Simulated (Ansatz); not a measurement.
BOF₃H₂⁺, that is B(H2O)F3 with one electron fewer. Charge 1, multiplicity 2. Geometry r2SCAN-D4/def2-SVP, that of the neutral singlet.

Cartesian coordinates in Å:
```
B 0.267 -0.658 -0.240
O -0.014 0.964 0.446
H -0.731 0.852 1.092
H -0.383 1.497 -0.277
F 1.580 -0.841 -0.055
F -0.148 -0.436 -1.511
F -0.572 -1.377 0.545
```

At PBE-D4/def2-TZVP the gap within one spin of the charge 1 doublet nearly closes, so an electron or hole may be smeared out by delocalisation error.

(1) Estimate the α-spin orbital energies around the gap (eV) in Ansatz with PBE-D4/def2-TZVP, r2SCAN-D4/def2-TZVP, PBE0-D4/def2-TZVP.

## Answers

(1) 
| orbital | PBE-D4/def2-TZVP | r2SCAN-D4/def2-TZVP | PBE0-D4/def2-TZVP |
| --- | --- | --- | --- |
| HOMO−5 | -18.47 | -19.12 | -20.86 |
| HOMO−4 | -18.22 | -18.84 | -20.54 |
| HOMO−3 | -17.71 | -18.31 | -20.05 |
| HOMO−2 | -17.51 | -18.15 | -19.86 |
| HOMO−1 | -17.44 | -18.03 | -19.68 |
| HOMO | -17.05 | -17.65 | -19.29 |
| LUMO | -6.91 | -6.10 | -5.95 |
| LUMO+1 | -4.82 | -4.03 | -3.80 |
| LUMO+2 | -4.78 | -3.88 | -3.53 |
| LUMO+3 | -3.90 | -3.04 | -2.88 |
| LUMO+4 | -2.77 | -1.87 | -1.96 |
| LUMO+5 | -2.70 | -1.82 | -1.81 |
| β HOMO | -16.57 | -16.93 | -18.14 |
| β LUMO | -16.54 | -16.76 | -16.25 |
